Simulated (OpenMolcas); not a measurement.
Ag V: effect of correlating more closed shells

* Program: OpenMolcas
* Basis: ANO-RCC-VTZP [7s6p4d2f1g]
* Scalar Hamiltonian: DKH2, point nucleus
* Active space: 7 electrons in 5 orbitals (4d)
* State averaging: 2S+1 = 4 even, 10 roots; 2S+1 = 2 even, 40 roots
* Spin-orbit coupling: RASSI with atomic mean-field integrals over the reference wave functions, term energies averaged over their components

Methods on the same reference wave functions:
A. CASSCF
B. MS-CASPT2, IPEA 0.25 Eh, imaginary shift 0.1 Eh (closed shells correlated: none)
C. MS-CASPT2, IPEA 0.25 Eh, imaginary shift 0.1 Eh (closed shells correlated: 4s 4p)
D. MS-CASPT2, IPEA 0.25 Eh, imaginary shift 0.1 Eh (closed shells correlated: 3d 4s 4p)

Energies in cm-1 above 4d7 4F 9/2, the measured ground level; measured values from the list in Gamrath, thesis, University of Mons (2023).

```json
{"Level": "4d7 4F 9/2", "A": "0.0", "B": "0.0", "C": "0.0", "D": "0.0", "Measured": "0.0"}
{"Level": "4d7 4F 7/2", "A": "3460", "B": "3480", "C": "3500", "D": "3500", "Measured": "3690"}
{"Level": "4d7 4F 5/2", "A": "5605", "B": "5570", "C": "5580", "D": "5580", "Measured": "5816"}
{"Level": "4d7 4F 3/2", "A": "6947", "B": "6870", "C": "6860", "D": "6860", "Measured": "7097"}
{"Level": "4d7 4P 3/2 [66 %]", "A": "18349", "B": "15650", "C": "14910", "D": "14840", "Measured": "14204"}
{"Level": "4d7 4P 5/2", "A": "18615", "B": "15760", "C": "15520", "D": "15460", "Measured": "14899"}
{"Level": "4d7 2G 9/2", "A": "19411", "B": "18480", "C": "17500", "D": "17420", "Measured": "16875"}
{"Level": "4d7 4P 1/2", "A": "20866", "B": "18080", "C": "17630", "D": "17570", "Measured": "17067"}
{"Level": "4d7 2G 7/2", "A": "22850", "B": "21850", "C": "20870", "D": "20780", "Measured": "20442"}
{"Level": "4d7 2H 11/2", "A": "25806", "B": "24940", "C": "23690", "D": "23590", "Measured": "22532"}
{"Level": "4d7 2D 5/2(1)", "A": "28398", "B": "25640", "C": "24980", "D": "24880", "Measured": "24361"}
{"Level": "4d7 2P 1/2", "A": "29108", "B": "26790", "C": "24930", "D": "24840", "Measured": "24599"}
{"Level": "4d7 2H 9/2", "A": "29340", "B": "28460", "C": "27250", "D": "27160", "Measured": "26368"}
{"Level": "4d7 2D 3/2(1) [64 %]", "A": "34219", "B": "31540", "C": "30530", "D": "30430", "Measured": "30134"}
{"Level": "4d7 2F 5/2", "A": "42229", "B": "37890", "C": "36050", "D": "35890", "Measured": "34635"}
{"Level": "4d7 2F 7/2", "A": "43965", "B": "39710", "C": "37870", "D": "37710", "Measured": "36594"}
{"Level": "4d7 2D 3/2(2)", "A": "65823", "B": "58650", "C": "57270", "D": "57050", "Measured": "55041"}
{"Level": "4d7 2D 5/2(2)", "A": "67500", "B": "60290", "C": "58920", "D": "58700", "Measured": "56772"}
```

Deviations, from unrounded energies. A percentage is the sum of absolute deviations over the sum of measured energies, with the sign that they share, or ± where signs differ.

```tsv
Against measurement	Levels	A	B	C	D
mean absolute deviation (cm-1)	17	4300	1800	830	730
fine structure of the ground term (%)	3	-3.6	-4.2	-4.0	-4.0
other terms of the ground configuration (%)	14	+18.2	+7.4	+3.4	+3.0
```

D lies closest to measurement on these levels and A furthest from it. The largest miss of D in the table is 4d7 2D 3/2(2), by +2000 cm-1. The ranking rests on the paired levels alone, and a cruder setting can come out closer through cancelling errors.

Among B to D the level of the table that moves most is 4d7 2F 7/2, by 2000 cm-1 (lowest in D, highest in B). Moves below CASPT2's spread within the term are not significant.

The two smallest mean deviations differ by little beside CASPT2's spread within terms, so their order carries little weight.

From A to B the spin-free energies of the other terms of 4d7 shown, above 4F, scale by factors of 0.83 to 0.96, as is usual when dynamic correlation screens the repulsion within a d or f shell.

The lowest spin-free term lies below A's lowest term by 0.128 hartree in B, 0.393 hartree in C, 0.455 hartree in D.

What an inner shell adds also hangs on whether the basis holds functions to correlate it.

Term energies are means over components that CASPT2 splits; among the terms shown or strongly mixed into the levels shown the widest spread is 780 cm-1 (4d7 4F, D). Without dynamic correlation excited terms often stand tens of per cent too high (terms of higher spin than the ground term too low), and those without a measured partner can miss by more than the paired ones (holds for A). Computed and measured levels are paired by configuration, term and J; levels that our copy of the source lacks, or whose pairing is in doubt (as where it misses far off the trend of its configuration), stay unpaired and out of the deviations. Levels of configurations outside the active space are missing. Levels that lie high or do not pair safely by name in every column are left out.

A share in square brackets marks a mixed level and gives the weight of the term that names it, the lowest over the columns. A number in round brackets counts repeated terms of one configuration in the order of the reference energies.
